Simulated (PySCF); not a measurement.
C4H9NSi2.
Geometry (PBE0-D3(BJ)/def2-SVP, Å), atoms numbered from 1 in this order:
```xyz
16
C4H9NSi2 angstrom
N     -1.5791   -0.7095    2.5179
C     -1.3230   -0.4283    1.4227
C     -0.9434   -0.0631    0.0705
C      0.2079   -0.9539   -0.4532
C      1.5059   -0.7386    0.3331
Si     1.9244    1.1223    0.3559
Si    -0.3083    1.7718    0.0538
H     -1.8307   -0.1561   -0.5757
H      0.3635   -0.7072   -1.5176
H     -0.0986   -2.0128   -0.4213
H      2.3269   -1.3387   -0.0883
H      1.3698   -1.0725    1.3761
H      2.5705    1.5715    1.6238
H      2.7894    1.5108   -0.8007
H     -0.6026    2.3522   -1.2926
H     -0.9699    2.5871    1.1115
```

Linear response at PBE0/def2-SVPD (PySCF, frozen core in the response, non-relativistic).

Static isotropic polarisability: 103.99 au (15.41 Å³), principal values 95.1, 103.7, 113.1 au.

(1) What is the polarisability at 1064 nm and at the sodium D line?

(2) What is the isotropic C6 coefficient between two such molecules, C6 = (3/π)∫α(iω)² dω?

(3) Which effective excitation energy ω̄ makes London's formula C6 = (3/4)α²ω̄ exact here?

(4) What molar refraction at the D line follows from R = (4π/3)·N_A·α′, with α′ the polarisability volume?

(5) How many electrons N does the Slater–Kirkwood formula C6 = (3/4)·√N·α^(3/2) need to give this C6?

(6) What n − 1 at the D line would an ideal gas of it have at 273.15 K and 1 atm (2.6868 × 10¹⁹ cm⁻³), by n − 1 = 2π·N·α′?

(7) The lowest 10 singlets have (eV, f): 6.33, 0.025; 6.41, 0.040; 7.08, 0.016; 7.21, 0.169; 7.23, 0.045; 7.30, 0.016; 7.41, 0.017; 7.55, 0.025; 7.60, 0.023; 7.64, 0.009. What share of the static polarisability do they carry in the sum over states α = Σ f/ω²?

Results:

(1) 105.03 au at 1064 nm (+1.0 %), 107.49 au at 589.3 nm (+3.4 %). The rise at 589.3 nm is 3.37 times that at 1064 nm; a pure ω² law gives 3.26. The lowest singlet lies at 196 nm, shorter than both wavelengths.

(2) 3940 au (Eh·bohr⁶) by a ten-point quadrature over imaginary frequencies, which is 2350 eV·Å⁶ or 227 J·nm⁶/mol.

(3) ω̄ = 4·C6/(3α²) = 0.486 Eh = 13.2 eV. A one-pole form α(ω) = α/(1 − ω²/ω̄²) fitted to the 1064 nm value gives 11.7 eV. London's choice of the ionisation energy (9.72 eV, ΔSCF at the same level) gives C6 = 2900 au, 26 % too low.

(4) α′ = 15.93 Å³ gives R = 40.18 cm³/mol, for isolated, non-vibrating species.

(5) N = (4·C6/3)²/α³ = 24.5; the species has 68 electrons in all.

(6) 26.89 × 10⁻⁴, a formal value whether or not that pressure can be reached.

(7) 5.64 au, 5.4 % of α; the largest term, 2.40 au, is that of the state at 7.21 eV. Their oscillator strengths add up to 0.38. Higher states carry the rest.

One conformer stands for the species.
